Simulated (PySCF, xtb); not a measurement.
BiI3, SMILES [I][Bi]([I])[I].

Harmonic wavenumbers (cm⁻¹) from GFN2-xTB (xtb) at its own minimum, in rising order: 52, 52, 67, 190, 190, 201.

### Question
What does B3LYP-D3(BJ)/def2-SVP run with PySCF 2.14.0 give at its own minimum? (An estimate is asked for; the answer gives what the named calculation found.)

### Answer
46, 46, 58, 164, 164, 166. Paired by order, the mean absolute difference is 18 cm⁻¹ and the zero-point energies are 1.1 and 0.9 kcal/mol.
